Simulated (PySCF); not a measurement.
A GIAO shielding run with PySCF 2.14.0 with density-fitted response routines (density fitting, non-relativistic, gas phase) on `S1[SiH](/C(C)=C/F)SC=C1`, C5H7FS2Si:

```
$ OMP_NUM_THREADS=1 python probes_run.py task.json out

{"job": {"kind": "nmr", "xc": "PBE0", "basis": "pcSseg-1"}, "charge": 0, "multiplicity": 1}
C     -2.418608    -0.675252    -0.201158
C     -1.331966     0.330895     0.017018
C     -1.452789     1.601723    -0.343121
F     -2.560581     2.088899    -0.923903
Si     0.233618    -0.278140     0.852470
S      1.778107     1.214965     0.951957
C      2.993121     0.297493     0.091535
C      2.785550    -0.908629    -0.421602
S      1.265373    -1.766992    -0.310612
H     -2.044759    -1.496234    -0.810788
H     -2.735863    -1.090762     0.753442
H     -3.276072    -0.226785    -0.695402
H     -0.702435     2.367060    -0.208709
H     -0.025596    -0.807092     2.189821
H      3.937590     0.805927     0.003858
H      3.547712    -1.448131    -0.956215
```

Hardware: 1 thread of an Arm Neoverse N1, shared host. The job also computes population analyses, field gradients, ring-centre shieldings.

Q: How large is the calculation?

A: 92 electrons, 209 basis functions and 1153 auxiliary functions.

Q: How long does it take, and how much memory does it need?

A: 75 s of wall time, with 14 SCF cycles and 5 response iterations; peak memory 0.95 GiB. Times on a shared host scatter by some tens of per cent.
